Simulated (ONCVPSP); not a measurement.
## carbon: ONCV pseudisation with PBE, scalar-relativistic reference atom.

```json
{"Element": "C", "Generator": "ONCVPSP 4.0.1", "Type": "optimised norm-conserving Vanderbilt (ONCV)", "Functional": "PBE", "Relativity": "scalar-relativistic", "Frozen core": "[He]", "Valence charge": "4", "Reference configuration": "2s2 2p2", "Partial waves": "2s: rc 1.35 bohr, ncon 4, nbas 8, qcut 5.3 1/bohr, 2 projectors, debl 1.6 Ha; 2p: rc 1.55 bohr, ncon 3, nbas 6, qcut 5.3 1/bohr, 2 projectors, debl 3.7 Ha; d scattering state at 0.28 Ha: rc 1.45 bohr, ncon 4, nbas 8, qcut 6.3 1/bohr, 2 projectors, debl 3.4 Ha", "Local potential": "polynomial inside 1.30 bohr (lpopt 5, dvloc0 6 Ha)", "Core correction": "polynomial model core, fcfact 0.6"}
```

All-electron outer shells of the reference configuration (PBE, scalar-relativistic, ld1.x):

| shell | level (eV) | outermost node (bohr) | outermost maximum (bohr) |
| --- | --- | --- | --- |
| 1s | -273.38 | – | 0.17 |
| 2s | -13.75 | 0.38 | 1.22 |
| 2p | -5.29 | – | 1.20 |

Results:

```
Cutoffs needed             : 17 Ha and 78 Ha (the cutoffs (Ha) at which the residual kinetic energy of the hardest occupied pseudo-wave falls to 1 and 0.1 mHa per electron) The cutoffs count occupied waves only; projector 2 of the p channel, the hardest unoccupied one, needs 58 Ha at the loose tolerance.
Ghost test                 : no bound ghost flagged; no localised positive-energy state flagged
Largest excitation error   : +482 meV (all-electron minus pseudo) for 2s1 2p0, out of 4 test configurations
rms error of d²Exc/dni dnj : 1.98 mHa without and 1.77 mHa with the model core
```

Generation and tests took about 3.3 s on one core of a shared server CPU.
